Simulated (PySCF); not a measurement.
What binds BeP: the parts of the energy along the bond

State: ⁴Σ⁻, quartet, unpaired electrons σ ↑, π ↑↑. ROHF-based CCSD(T) in PySCF 2.14 with Be cc-pVTZ, P cc-pV(T+d)Z and Be cc-pVQZ, P cc-pV(Q+d)Z (frozen core orbitals: 6; no relativity). Correlation energies are extrapolated as n⁻³ (n = 3, 4), Hartree–Fock as (n+1)·exp(−9√n). CV is the change on freezing 1 orbitals instead, in Be cc-pCVTZ, P cc-pwCVTZ. SR is the spin-free X2C energy in Be cc-pVTZ-DK, P cc-pVTZ-DK less the non-relativistic one in Be cc-pVTZ, P cc-pVTZ. All energies in eV from Be + P.

```tsv
R (Å)	HF/CBS	CCSD corr.	(T)	CV	SR	total
1.8322	-0.532	-0.198	-0.0906	-0.0370	0.0069	-0.850
1.9154	-0.784	-0.186	-0.0933	-0.0281	0.0073	-1.083
1.9987	-0.903	-0.179	-0.0964	-0.0209	0.0073	-1.192
2.0820	-0.925	-0.177	-0.1001	-0.0151	0.0069	-1.210
2.1653	-0.877	-0.181	-0.1042	-0.0105	0.0063	-1.167
2.2694	-0.749	-0.196	-0.1101	-0.0062	0.0053	-1.055
2.3735	-0.570	-0.222	-0.1170	-0.0032	0.0042	-0.908
```

A fit to the total gives Re = 2.0610 Å, De = 1.212 eV, ωe = 618.1 cm⁻¹, Be = 0.5685 cm⁻¹ (masses 9.0122 and 30.9738 u).

**Question.** At R = 2.0820 Å the CCSD correlation energy is -0.148557 hartree in the smaller basis and -0.155616 in the larger. Extrapolate it.

**Answer.** (4³·E4 − 3³·E3)/(4³ − 3³) = -0.16077 hartree; the larger basis holds 96.8 % of it.

The T1 diagnostic is 0.027. The state was picked by a PBE0 search and need not be the measured ground state. Spin–orbit coupling, excitations beyond (T) and corrections to the Born–Oppenheimer picture are left out.
